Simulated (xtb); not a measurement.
C₃H₇BFN, SMILES C=CB(F)NC. All values are semi-empirical tight-binding results from xtb (GFN2-xTB unless named), good for trends rather than for accurate numbers. Coordinates come from a GFN2-xTB optimisation. This is a generated structure with no PubChem entry under its InChIKey; it may be hypothetical. Other conformers were not sampled.

Estimate the properties. (An estimate is asked for; the answer gives what the named calculation found.)


```json
{
 "point_group_as_xtb_finds_it": "Cs",
 "orbital_gap": "4.28 eV",
 "dipole_moment": "2.61 D",
 "zero_point_energy": "63.9 kcal/mol",
 "G − E(el) at 298.15 K (modified RRHO)": "44.2 kcal/mol",
 "static polarisability (D4 model)": "60.5 bohr³",
 "solvation energy, GFN2-xTB/ALPB(water)": "-3.7 kcal/mol",
 "solvation energy, GFN2-xTB/ALPB(dmf)": "-7.0 kcal/mol"
}
```

Computed IR lines (harmonic; lines under 4 % of the strongest left out, lines within 3 cm⁻¹ merged):
ν (cm⁻¹): 379 (w), 529 (w), 652 (vs), 928 (w), 1007 (w), 1041 (w), 1060 (m), 1208 (vs), 1281 (s), 1317 (m), 1411 (w), 1415 (w), 1465 (vs), 1476 (w), 1502 (vs), 1662 (m), 2948 (m), 2968 (m), 3023 (m), 3050 (w), 3078 (m), 3111 (m), 3463 (w) (against the strongest line: vs over 80 %, s over 45 %, m over 15 %, w over 4 %, vw less)
